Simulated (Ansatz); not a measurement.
Results of the Gaussian-basis code of Ansatz.

A structure relaxed at PBE0-D4/def2-TZVP, charge 0, multiplicity 1:

Cartesian coordinates in Å:
```
C -0.1448 1.4434 -2.7202
C -0.0826 0.8780 -1.6535
Ga -0.0399 -0.0217 0.0372
C -1.6821 -0.6060 0.9111
C 1.6909 -0.3088 0.8037
C 2.7677 -0.5064 1.3164
H -0.1910 1.9424 -3.6615
H -2.3427 0.2497 1.0700
H -2.2146 -1.3088 0.2657
H -1.4824 -1.0850 1.8691
H 3.7215 -0.6768 1.7618
```

Task: Give its formula and SMILES.

Result: C5H5Ga, `C#[C][Ga]([CH3])[C]#C`.

Task: Point group (tolerance 0.08 Å, 0.16 Å for H)?

Result: Cs.

Task: Summarise the bond lengths by kind.

Result: 2 × C–C 1.209 Å; 5 × C–H 1.066 to 1.093 Å; 3 × C–Ga 1.915 to 1.950 Å.
